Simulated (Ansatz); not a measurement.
CH4AlFOSi, SMILES `[F][Al]1[CH2]O[SiH2]1`, relaxed with RKS PBE0-D4/def2-TZVP in Ansatz from a PBE-D4/def2-SVP geometry. The force threshold is 0.005 eV/Å; the program also tests the step.

Charge 0, multiplicity 1.

Start:

```xyz
9

F     0.516    0.784   -2.952
Al    0.251    0.392   -1.340
C    -0.327   -1.230   -0.298
O    -0.279   -0.559    0.980
Si    0.217    1.086    0.990
H    -1.352   -1.618   -0.494
H     0.361   -2.105   -0.305
H    -0.847    1.970    1.594
H     1.460    1.279    1.825
```

How much energy does the relaxation release, and in how many steps? (Best estimate.)

Computed: 1.39 kcal/mol, in 6 steps.

Which bonds change most? (Estimate.)

Ansatz gave: O4–Si5 from 1.719 to 1.676 Å; F1–Al2 from 1.680 to 1.648 Å; Al2–C3 from 2.012 to 1.992 Å; C3–H7 from 1.114 to 1.095 Å.

Give the relaxed structure. (Estimate.)

The calculation gave: 
```xyz
9

F     0.511    0.750   -2.924
Al    0.251    0.400   -1.335
C    -0.321   -1.207   -0.306
O    -0.260   -0.546    0.975
Si    0.210    1.063    0.985
H    -1.335   -1.580   -0.476
H     0.352   -2.070   -0.304
H    -0.846    1.930    1.579
H     1.438    1.260    1.807
```
